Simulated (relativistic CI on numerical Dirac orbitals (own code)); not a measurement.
# Dy³⁺: sensitivity of the levels to the model

Base calculation: Dirac-Coulomb-Breit CI, orbitals from a KLI potential per configuration, QED by a radiative potential, valence Slater integrals scaled by 0.85, P86 correlation energy added to each configuration.

Configuration list (outside the closed core [Kr] 4d10 5s2): 4f⁹5p⁶, 4f⁸5p⁶6s, 4f¹¹5p⁴, 4f¹⁰5p⁵, 4f⁸5p⁶7s. The list is cut by size and lacks configurations that can hold low levels.

Variants: (1) no correlation estimate; (2) Slater integrals left unscaled; (3) non-relativistic limit; (4) only the first configuration. Shifts of the energy above 4f⁹5p⁶ ⁶H°15/2, in cm⁻¹, for the lowest level and the first level of each name with at least 55 % of one term (blank where a level changes its place among those of its configuration and J or its character, or is not in the variant):

```tsv
Level	Base	Δ(1)	Δ(2)	Δ(3)	Δ(4)
4f⁹5p⁶ ⁶H°15/2	0.0	0.0	0.0	0.0	0.0
4f⁹5p⁶ ⁶H°13/2	3491.3	0.0	-70.1	-3491.3	-3.6
4f⁹5p⁶ ⁶H°11/2	5830.7	0.0	+7.0	-5830.7	+6.8
4f⁹5p⁶ ⁶H°9/2	7653.3	+0.1	+52.8	-7653.2	+13.2
4f⁹5p⁶ ⁶F°11/2	8568.0	+0.3	+1011.6	-2160.1	+63.2
4f⁹5p⁶ ⁶H°7/2	9072.5	+0.1	+79.0	-9072.5	+16.7
4f⁹5p⁶ ⁶F°9/2	9686.4	+0.4	+1209.3	-3278.5	+90.6
4f⁹5p⁶ ⁶H°5/2	10125.1	+0.1	+103.1	-10125.1	+20.0
4f⁹5p⁶ ⁶F°7/2	11674.7	+0.4	+1111.3	-5266.8	+79.5
4f⁹5p⁶ ⁶F°5/2	13114.6	+0.3	+1097.6	-6706.7	+72.6
4f⁹5p⁶ ⁶F°3/2	13884.6	+0.3	+1182.0	-7476.6	+73.4
4f⁹5p⁶ ⁶F°1/2	14442.1	+0.3	+1173.0	-8034.2	+70.2
4f⁹5p⁶ ⁴F°9/2	20058.0	+1.2	+3144.8		+276.0
4f⁹5p⁶ ⁴G°11/2	22315.9	+1.2	+3504.2		+305.5
4f⁹5p⁶ ⁴M°21/2	22540.7	-0.2	+3617.2	-704.7	-42.9
4f⁹5p⁶ ⁴I°13/2	23956.1	+0.5	+3535.9	-2621.7	+123.4
4f⁹5p⁶ ⁴M°19/2	23971.3	-0.1	+3780.0	-2135.4	-29.3
4f⁹5p⁶ ⁴F°7/2	24723.0	+1.2	+3346.4	-3252.0	+275.6
4f⁹5p⁶ ⁴I°11/2	26206.5	+0.6	+3576.5		+136.2
4f⁹5p⁶ ⁴M°17/2	27672.0	0.0	+3743.0		+2.0
4f⁹5p⁶ ⁴I°9/2	27860.1	+0.6	+3621.3		+139.5
4f⁹5p⁶ ⁴G°9/2	28811.8	+1.1	+3613.4	-6369.1	+267.5
```

For a near-neutral ion this model can misplace configurations by up to about 10,000 cm⁻¹ (more where the count of f electrons changes) and terms by 10 to 25 % of their spread. Rates follow the energies as ν³ (E1, M1) or ν⁵ (E2), so they and the lifetimes can be off by large factors. The fine structure of a lone outer electron comes out too small, for d and f at times inverted, and misplaced configurations move strength between like terms.

Ionisation energy from the two ground configurations alone: base 39.71 eV; no correlation estimate 38.15 eV; Slater integrals left unscaled 39.27 eV. The NIST ASD value (semi-empirical) is 41.23 eV. The gap of more than 2 % comes from missing correlation, or from a tabulated value that is itself an estimate.

LS names give the leading component of a level, which can be under half, so a name can repeat, a term be missing and a line seem to break the LS rules.
